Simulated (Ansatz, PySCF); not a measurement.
Gas-phase reaction in SMILES: F (HF) -> [F-] + H+
Structures are relaxed separately at B3LYP-D3(BJ)/def2-TZVP in Ansatz (a quantum-chemistry and plane-wave program).

Property: gas-phase deprotonation energy (enthalpy at 298 K, with B3LYP-D3(BJ) rigid-rotor harmonic-oscillator terms from PySCF), in eV. Valence correlation only, unless marked. Spin-orbit coupling is left out. No relativistic terms. Anions need diffuse functions: aug- sets have them; def2-D sets add few; the other sets have none. CBS marks a two-point X^-3 extrapolation of the correlation energy; Hartree-Fock from the larger set.

CCSD(T)/CBS(aug-cc-pVTZ,aug-cc-pVQZ) (Ansatz) gives 16.11 eV.

Another calculation gave 15.91 eV. Which level was it?
(A) BLYP/def2-TZVPD (Ansatz)
(B) revPBE/def2-TZVPD (Ansatz)
(C) HF/def2-TZVPD (PySCF)
(D) B97M-V/def2-TZVPD (Ansatz)

B, revPBE/def2-TZVPD (Ansatz). The others give 16.04 (B97M-V), 15.72 (BLYP), 16.35 (HF) eV.
